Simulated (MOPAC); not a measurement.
MOPAC input (PM7):

```
PM7 PRECISE GNORM=0.05 LET XYZ CHARGE=1 GEO-OK AUX(PRECISION=9) THREADS=1
C3H3

C     1.24889928 1    0.11989250 1    0.43704499 1
C     0.09848013 1    0.00945395 1    0.03446254 1
C    -1.16217014 1   -0.11156663 1   -0.40669463 1
H     2.25840526 1    0.21680359 1    0.79031569 1
H    -1.65635077 1    0.71686991 1   -0.91200534 1
H    -1.71331014 1   -1.04035242 1   -0.26718776 1
```

Question: What heat of formation does the run end on?

Answer: 274.80 kcal/mol.
